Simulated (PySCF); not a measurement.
Si(F)(OH)2(SeH) (FH3O2SeSi), SMILES F[Si]([SeH])(O)O. Atoms are numbered in the order given.

```xyz
8

O     -1.6042    -1.2071     0.6087
Si    -0.8333     0.0711    -0.0716
O     -1.4681     1.4246     0.6251
F     -1.1019     0.1278    -1.6714
Se     1.4142    -0.1503     0.1786
H     -2.4932    -1.0335     0.9449
H     -1.0461     2.2701     0.4319
H      1.6186    -0.0124    -1.2753
```
Charge 0, spin multiplicity 1.

Geometry optimised at B3LYP-D3(BJ)/def2-SVP. This is a generated structure with no PubChem entry under its InChIKey; it may be hypothetical. One conformer was computed; it need not be the lowest.

These are B3LYP-D3(BJ)/def2-SVP (PySCF) values and carry that method's errors.

Frequencies are harmonic and unscaled.

```csv
mode,ν (cm⁻¹),IR (km/mol),moving atoms (share of kinetic energy)
1,56,16.5,"H 79 %, O 14 %"
2,142,72.6,"H 53 %, O 32 %"
3,173,10.6,"F 40 %, O 32 %, H 14 %"
4,238,18.4,"H 54 %, F 18 %, O 10 %, Si 9 %, Se 8 %"
5,255,27.9,"H 39 %, O 24 %, Se 21 %, F 12 %"
6,273,69.6,"O 36 %, H 33 %, Se 15 %, Si 9 %"
7,326,53.6,"O 38 %, F 32 %, H 15 %, Si 14 %"
8,341,29.0,"O 52 %, H 30 %, Si 9 %, F 8 %"
9,458,124.5,"Si 52 %, O 18 %, F 13 %, Se 9 %, H 9 %"
10,669,8.9,H 93 %
11,785,171.1,"H 46 %, O 40 %, F 8 %"
12,802,169.3,"H 66 %, O 30 %"
13,855,215.6,"H 41 %, Si 25 %, F 23 %, O 11 %"
14,955,152.9,"Si 47 %, O 32 %, F 14 %"
15,989,155.0,"Si 47 %, O 34 %, H 12 %"
16,2420,4.9,H 99 %
17,3855,112.7,H 94 %
18,3878,107.3,H 94 %
```
